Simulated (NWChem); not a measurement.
## Dipole moment of disulfane (H2S2)

```xyz
4

S      0.9155     0.4855     0.0553
S     -0.9155    -0.4855     0.0553
H      1.5366    -0.2680    -0.8848
H     -1.5366     0.2680    -0.8848
```
Charge 0, spin multiplicity 1.

All runs are NWChem calculations. Structure: optimised with PBE0/def2-SVP, a minimum by its harmonic frequencies. It is one conformer; others weren't searched.

Basis set: def2-SVPD. The CCSD dipole comes from the Λ equations, without orbital relaxation.

```json
[
 {"method": "HF", "dipole moment (D)": "1.30", "difference from CCSD": "+0.15"},
 {"method": "BHandHLYP", "dipole moment (D)": "1.21", "difference from CCSD": "+0.06"},
 {"method": "CCSD", "dipole moment (D)": "1.15", "difference from CCSD": "0.00"},
 {"method": "B3LYP", "dipole moment (D)": "1.15", "difference from CCSD": "-0.01"},
 {"method": "PBE", "dipole moment (D)": "1.14", "difference from CCSD": "-0.02"}
]
```

The values span 0.16 D, from PBE (lowest) to HF (highest). 

The correlated methods keep 10 core orbitals frozen. B3LYP has NWChem's definition, with VWN1-RPA local correlation. Coupled-cluster values serve here as a point of comparison, not as the truth.
